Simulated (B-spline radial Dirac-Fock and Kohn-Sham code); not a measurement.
## Kohn-Sham estimates against Dirac-Fock for the levels of Rb¹⁴⁺

System: Rb¹⁴⁺, configuration 1s2 2s2 2p6 3s2 3p6 3d5.

The density-functional columns are spherical, spin-unpolarised Dirac-Kohn-Sham results without Breit or QED terms: −ε is minus the orbital energy of the initial state and ΔSCF the difference of two total energies. The reference in the last column comes from Dirac-Fock (average of configuration) total-energy differences with a finite nucleus, the Breit interaction including its frequency dependence, and self-energy and vacuum-polarisation corrections. All numbers are from an atomic code on a B-spline grid, in eV; a selection of levels is shown. The Kohn-Sham columns are given as differences from the reference. For the 1s level of heavy atoms much of the gap between ΔSCF and the reference is the Breit and QED part, -36.2 eV here; for other levels the error of the functional can be larger.

```csv
level,LDA −ε − DF,LDA ΔSCF − DF,Dirac-Fock
K,-217.9,+31.6,15640.5
L1,-86.3,-33.3,2508.1
L2,-65.1,-2.6,2303.3
L3,-65.9,-5.0,2243.2
M1,-38.1,-15.5,702.2
M2,-27.1,-4.2,625.6
M3,-27.2,-4.6,614.8
"M4,5",-22.4,+1.7,497.1
```

Values without a named source are computed, but for edge energies of neutral atoms, which are taken from tables.
